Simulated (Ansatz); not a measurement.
```yaml
crystal:
  periodic: [false, false, false]
  atoms:
    - {symbol: S, position_ang: [-1.579737, 1.312579, -0.983960]}
    - {symbol: P, position_ang: [0.615203, 0.831791, -0.785644]}
    - {symbol: N, position_ang: [0.871442, 0.144837, 0.887960]}
    - {symbol: Si, position_ang: [0.391423, -1.328065, -0.006817]}
    - {symbol: H, position_ang: [-1.388334, 2.710495, -0.994857]}
    - {symbol: H, position_ang: [0.758671, 0.617700, 1.825762]}
    - {symbol: H, position_ang: [1.464720, -2.436301, -0.190880]}
    - {symbol: H, position_ang: [-1.036472, -1.913097, 0.189846]}
basis:
  gaussian: {orbitals: def2-mTZVP, final_grid: {core_spheres: 5, valence_spheres: 4, degree: 11}}
hamiltonian: {xc: {name: B3LYP5}}
scf: {lower_state_search: light}
output: {forces: true}
```

```sh
$ ansatz run in.yaml --threads 2 --pin off --events-out ev --progress --plain --max-ram 4352MiB
```

Output, abridged:

```
Functional definition: B3LYP5
847 factors; integrals over basis functions are off by at most 1.1e-3 eV
mean field evaluation 1: about -29544.8408 eV, gradient 6.5e1 eV
mean field evaluation 2: about -29502.1519 eV, gradient 1.3e2 eV
mean field evaluation 4: about -29552.5422 eV, gradient 1.2e1 eV
mean field evaluation 8: about -29553.0431 eV, gradient 1.4e0 eV
mean field evaluation 16: about -29553.0495 eV, gradient 1.5e-4 eV
mean field -29553.04948815 eV, -1086.0545369132 hartree, gradient 3.5e-5 eV, S^2 0.000000; 0 other end points of the search recorded, 0 dependent functions left out
reference -29553.04975835 eV, -1086.0545468427 hartree; 28, 28 occupied and 69, 69 virtual orbitals, 847 factors
Total energy: -29553.04975835 eV, -1086.0545468427 hartree
Atom 0 at    -1.579737     1.312579    -0.983960 Å, force     0.602353     1.102931    -0.002356 eV/Å
Atom 1 at     0.615203     0.831791    -0.785644 Å, force    -0.420369    -0.967108     1.329736 eV/Å
Atom 2 at     0.871442     0.144837     0.887960 Å, force    -0.385026    -0.240608    -0.490752 eV/Å
Atom 3 at     0.391423    -1.328065    -0.006817 Å, force     0.142852     0.797418     0.684233 eV/Å
Atom 4 at    -1.388334     2.710495    -0.994857 Å, force    -0.177129    -1.181407     0.014551 eV/Å
Atom 5 at     0.758671     0.617700     1.825762 Å, force    -0.039371    -0.808844    -1.555792 eV/Å
Atom 6 at     1.464720    -2.436301    -0.190880 Å, force    -0.811783     0.855480     0.168063 eV/Å
Atom 7 at    -1.036472    -1.913097     0.189846 Å, force     1.088474     0.442138    -0.147684 eV/Å
Dipole moment:     0.137223    -0.104862     0.253359 e Å
```

Run time 1.1 s (2 threads of an Arm Neoverse V2 on a shared host); peak host memory 0.16 GiB.
